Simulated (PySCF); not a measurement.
A calculated (M06-L, PySCF 2.14, pcseg-2, no relativity, point nucleus) atom or ion has these occupied shells.

```json
{"shell": "1s", "electrons": "2", "orbital energy (eV)": "-10125.3", "rms radius, mean of both spins (bohr)": "0.0572"}
{"shell": "2s", "electrons": "2", "orbital energy (eV)": "-1252.6", "rms radius, mean of both spins (bohr)": "0.240"}
{"shell": "2p", "electrons": "6", "orbital energy (eV)": "-1107.0", "rms radius, mean of both spins (bohr)": "0.213"}
{"shell": "3s", "electrons": "2", "orbital energy (eV)": "-157.44", "rms radius, mean of both spins (bohr)": "0.709"}
{"shell": "3p", "electrons": "6", "orbital energy (eV)": "-109.41", "rms radius, mean of both spins (bohr)": "0.741"}
{"shell": "3d", "electrons": "10", "orbital energy (eV)": "-28.385", "rms radius, mean of both spins (bohr)": "0.914"}
{"shell": "4s", "electrons": "2", "orbital energy (eV)": "-15.999", "rms radius, mean of both spins (bohr)": "2.43"}
```

(1) Name the element and its charge.

## Answers

(1) Ga⁺ (gallium, charge +1), in [Ar] 3d10 4s2, closed-shell 1S.
